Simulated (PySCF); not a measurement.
Ionisation energy of Br²⁵⁺ by level of theory

Br²⁵⁺ [Ne] (1S) → Br²⁶⁺ [He] 2s2 2p5 (2P), as a difference of total energies. Computed with PySCF 2.14 in an even-tempered Gaussian basis (17 s from 7 bohr⁻², ratio 2.5; 10 p from 9.1 bohr⁻², ratio 2.5; 5 d from 43 bohr⁻², ratio 2.7; 5 f from 64 bohr⁻², ratio 2.7), with scalar relativity by spin-free X2C-1e. Correlated levels: nothing frozen; virtual orbitals above 40 to 60 times the deepest correlated orbital energy dropped. The calculations carry no spin-orbit coupling.

```tsv
method	ionisation energy (eV)
UHF	2745.1
MP2 (all electrons)	2746.7
SCS-MP2 (all electrons)	2746.5
CCSD (all electrons)	2746.7
CCSD(T) (all electrons)	2746.7
```

A first-order spin-orbit estimate (lowest level to lowest level, LS coupling) adds -16.058 eV.

For this ion Breit and QED terms and the two-electron picture change, all absent here, outweigh the differences among the correlated methods.

For comparison: 2731.4 ± 1.5 eV (semi-empirical (NIST evaluation); NIST Atomic Spectra Database, ionization energies).
